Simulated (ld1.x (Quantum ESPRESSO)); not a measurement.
## Transferability test, RRKJ potential for Er (Z = 68)

- Element: erbium
- Generator: ld1.x (Quantum ESPRESSO) 7.5
- Type: norm-conserving RRKJ (Kleinman–Bylander form)
- Functional: PBE
- Relativity: fully relativistic
- Frozen core: [Kr] 4d10 4f11
- Valence charge: 11
- Reference configuration: 5s2 5p6 5d1 6s0 6p0 (charge +2)
- Partial waves: 5p (bound): rc 2.15 bohr; 5d (bound): rc 3.20 bohr; 5s (bound): rc 1.90 bohr
- Local potential: the s channel
- Core correction: Bessel-smoothed model core inside 0.90 bohr
- rho0: 0.02

Open shells are filled in proportion to 2j + 1 (rel_dist='average').

Energies are relative to the spin-unpolarised reference configuration 5s2 5p6 5d1 6s0 6p0; without spin polarisation the order of configurations can differ from experiment.

```tsv
valence configuration	charge	ΔE all-electron (eV)	error AE − PS (meV)
5s2 5p6 5d1 6s1 6p0	+1	-12.764	+973
5s2 5p6 5d1 6s0 6p2	0	-13.336	+250
5s2 5p6 5d1 6s1 6p1	0	-16.656	+920
5s2 5p5 5d1 6s2 6p0	+1	15.484	+2597
5s2 5p6 5d2 6s0 6p0	+1	-10.871	-9.9
```

Question: What are ΔE and the potential's error for 5s2 5p6 5d1 6s2 6p0?

Answer: ΔE = -19.810 eV all-electron; the error (AE − PS) is +1457 meV.

Question: What are ΔE and the potential's error for 5s2 5p6 5d0 6s0 6p0?

Answer: ΔE = 19.944 eV all-electron; the error (AE − PS) is +9.6 meV.
